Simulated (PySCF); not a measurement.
H$_{4}$BN, SMILES `BN` (H–B–N–H torsion 0°), neutral singlet in the gas phase. 

Z-matrix (Å, degrees):
```
B
N 1 1.3879
H 2 1.0062 1 123.20
H 2 1.0062 3 113.52 1 -180.00
H 1 1.1905 2 118.92 3 0.00
H 1 1.1905 5 122.11 2 180.00
```
Charge 0, multiplicity 1.

All levels are single points at this geometry (M06-2X/def2-TZVP); Pople sets use spherical d functions. Orbital energies aren't observables, and empty levels follow the basis.

M06-2X/6-31G* in PySCF gives HOMO (eV) = -9.72.

Q: Estimate the HOMO (eV) from each of these levels: M06-2X/def2-TZVP in PySCF; B3LYP/6-31G* in PySCF; SVWN5/6-31G* in PySCF; HF/3-21G in PySCF; HF/6-31G* in PySCF.

A: 
| level | HOMO (eV) |
|---|---|
| M06-2X/def2-TZVP in PySCF | -10.05 |
| B3LYP/6-31G* in PySCF | -8.02 |
| SVWN5/6-31G* in PySCF | -7.05 |
| HF/3-21G in PySCF | -11.82 |
| HF/6-31G* in PySCF | -11.77 |
